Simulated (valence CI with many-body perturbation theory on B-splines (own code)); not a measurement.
Values are calculated unless marked as measured or tabulated.
## Er LXIII: magnetic and hyperfine properties of the levels

Method: valence CI with perturbative core correlation (CI+MBPT): four valence electrons over a frozen Dirac-Fock core [He], a basis of 11 s, 11 p, 9 d, 7 f, 5 g, 2 h, 1 i functions for each j, with the one-electron correlation potential Σ1 (screened to all orders), the two-electron term Σ2, the three-electron term Σ3, Breit, model QED; selected single and double excitations, second order for the rest (own B-spline code, finite nucleus).

The last digits are not significant, and no measured levels were compared; by estimate large intervals hold to a few tenths of a per cent, small ones and those within an open d or f shell to about a per cent. Among the levels kept, up to 270 cm⁻¹ of a level comes from second order outside the variational space, and about a tenth of that is noise between levels of different J, which matters for small intervals.

A/g_I is the dipole constant over the nuclear g factor μ/I (μ in nuclear magnetons, uniformly magnetised nucleus), B/Q the quadrupole constant per barn. Both hold the static response of the core; the bare values leave it out. Large factors of s and p1/2 electrons are usually good to 5 to 10 %; those of open d and f shells near neutrality can be off by tens of per cent, and small factors of p3/2, d and f electrons come from cancelling terms and can be off by a factor of two or in sign, in half-filled shells by more. B is blank for J = 1/2, where it vanishes, and for nearly pure S terms. Energies count from the lowest level. Levels with J = 0 are left out.

Levels are named by their leading jj configuration (3d3/2^4 stands for four electrons in 3d with j = 3/2), which in mixed levels can hold well under half, so a name can repeat and another be missing. Letters in brackets count levels of one name in rising energy.

```csv
Level,E (eV),g,A/g_I (MHz),A/g_I bare,B/Q (MHz/b),B/Q bare
(2s^2 2p1/2 2p3/2) J=1,955.0,1.473,-491000,-467000,627000,628000
(2s^2 2p1/2 2p3/2) J=2,972.8,1.143,1770000,1770000,1170000,1170000
(2s 2p1/2^2 2p3/2) J=2,1218.6,1.508,4400000,4370000,1190000,1190000
(2s 2p1/2^2 2p3/2) J=1,1297.8,1.109,-3150000,-3080000,723000,724000
(2s^2 2p3/2^2) J=2,1947.4,1.295,648000,662000,80600,80700
(2s 2p1/2 2p3/2^2) J=2 [a],2147.9,1.550,3160000,3140000,233000,233000
(2s 2p1/2 2p3/2^2) J=3,2190.3,1.300,3930000,3910000,-4130,-4160
(2s 2p1/2 2p3/2^2) J=1 [a],2264.9,1.300,-3570000,-3490000,-425000,-426000
(2s 2p1/2 2p3/2^2) J=2 [b],2274.6,1.052,-243000,-208000,-161000,-161000
(2s 2p1/2 2p3/2^2) J=1 [b],2278.4,1.306,9730000,9640000,233000,234000
(2p1/2^2 2p3/2^2) J=2,2554.0,1.312,602000,631000,76000,76100
(2s 2p3/2^3) J=2,3196.0,1.432,4470000,4440000,-1270000,-1280000
(2s 2p3/2^3) J=1,3273.0,1.165,-3200000,-3120000,-529000,-530000
(2p1/2 2p3/2^3) J=1,3522.6,1.474,-535000,-490000,-622000,-623000
(2p1/2 2p3/2^3) J=2,3540.7,1.125,1760000,1770000,-1320000,-1330000
(2s^2 2p1/2 3s) J=1,8542.5,1.307,4900000,4870000,-13700,-13700
(2s^2 2p1/2 3p1/2) J=1,8617.2,0.639,3390000,3370000,-3350,-3350
(2s 2p1/2^2 3s) J=1,8777.4,2.010,10000000,9890000,9650,9670
(2s 2p1/2^2 3p1/2) J=1,8863.5,1.354,8610000,8520000,-5410,-5420
(2s^2 2p1/2 3p3/2) J=2,8920.2,1.149,1440000,1440000,363000,364000
(2s^2 2p1/2 3p3/2) J=1,8922.0,1.506,-865000,-854000,179000,179000
(2s^2 2p1/2 3d3/2) J=2,8979.6,0.745,1390000,1380000,76700,77300
(2s^2 2p1/2 3d3/2) J=1,9004.8,0.830,-1100000,-1090000,29700,30000
(2s^2 2p1/2 3d5/2) J=2,9069.1,1.282,-747000,-743000,69900,70400
(2s^2 2p1/2 3d5/2) J=3,9073.0,1.096,904000,900000,65700,66300
(2s 2p1/2^2 3p3/2) J=2,9161.9,1.504,4020000,3980000,355000,355000
(2s 2p1/2^2 3p3/2) J=1,9166.8,1.132,-3720000,-3670000,187000,188000
(2s 2p1/2^2 3d3/2) J=1,9220.5,0.464,-3820000,-3780000,31200,31500
(2s 2p1/2^2 3d3/2) J=2,9226.3,1.121,3940000,3900000,60700,61300
(2s 2p1/2^2 3d5/2) J=3,9307.2,1.335,2680000,2650000,58800,59500
(2s 2p1/2^2 3d5/2) J=2,9323.9,1.026,-2490000,-2460000,49500,50000
```

Task: Take the isotope of mass number 167, with I = 7/2, μ = -0.5623 μN and Q = 3.57 b. What is the hyperfine structure of (2s 2p1/2 2p3/2^2) J=3?

Result: From the table A = -631000 MHz, B = -14700 MHz. Shifts from the centre of gravity in MHz: F = 1/2: 8510000, F = 3/2: 7570000, F = 5/2: 5990000, F = 7/2: 3790000, F = 9/2: 951000, F = 11/2: -2520000, F = 13/2: -6630000.
